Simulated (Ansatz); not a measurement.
The cluster MnBr2. Charge 0, multiplicity 2. Geometry r2SCAN-D4/def2-TZVP; atoms count from 1.

```xyz
3

Mn    0.000    0.001   -0.002
Br    0.830   -1.777   -1.180
Br   -0.830    1.776    1.182
```

The charge 0 doublet is spin-contaminated (final ⟨S²⟩ up to 2.71, 0.75 for a pure state). At PBE0-D4/def2-TZVP a sextet of charge 0 lies 2.81 eV below the doublet, each at its own geometry. The structure comes from a short search, and lower isomers may exist.

(1) Estimate the Mulliken populations from the PBE0/def2-TZVP orbitals of Ansatz.

(2) Where does the spin sit?

(3) And the Mayer bond orders between heavy atoms (over 0.3)?

Results:

(1) 
| atom | charge (e) | spin (α − β) | d electrons |
| --- | --- | --- | --- |
| Mn1 | 0.74 | 1.17 | 5.43 |
| Br2 | -0.37 | -0.09 | – |
| Br3 | -0.37 | -0.09 | – |
Mulliken values depend strongly on the basis.

(2) Summed by element: Mn 1.17, Br -0.17, of 1 unpaired in all. Largest on single atoms: Mn1 1.17, Br3 -0.09, Br2 -0.09.

(3) Mn1–Br2 1.08 (2.29 Å); Mn1–Br3 1.08 (2.29 Å).
